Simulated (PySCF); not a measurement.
CH10N2Si2, SMILES N[SiH2][SiH2]CN. The structure is a stationary point at PBE-D3(BJ)/def2-SVP. The structure was generated by enumeration, and PubChem lists no compound with its InChIKey, so it may never have been made. The values are those of a single conformer.

Q: Give the equilibrium geometry at PBE-D3(BJ)/def2-SVP (PySCF confirms it by a frequency run) as Cartesian coordinates in Å. (An estimate is asked for; the answer gives what the named calculation found.)

A: Several could match; the one computed here: 
```xyz
15

N     -2.6385    -0.7670     0.0287
C     -2.1114     0.5684     0.3410
Si    -0.3698     0.9356    -0.4000
Si     1.2709    -0.5496     0.4409
N      2.8568    -0.5091    -0.3218
H     -1.9978    -1.4921     0.3777
H     -2.6684    -0.9017    -0.9908
H     -2.8278     1.3373    -0.0221
H     -2.0799     0.7006     1.4442
H     -0.4643     0.7370    -1.8977
H      0.0813     2.3641    -0.1751
H      1.4735    -0.2676     1.9086
H      0.7414    -1.9578     0.3014
H      2.8817    -0.7618    -1.3152
H      3.3853     0.3606    -0.1970
```
Charge 0, spin multiplicity 1.
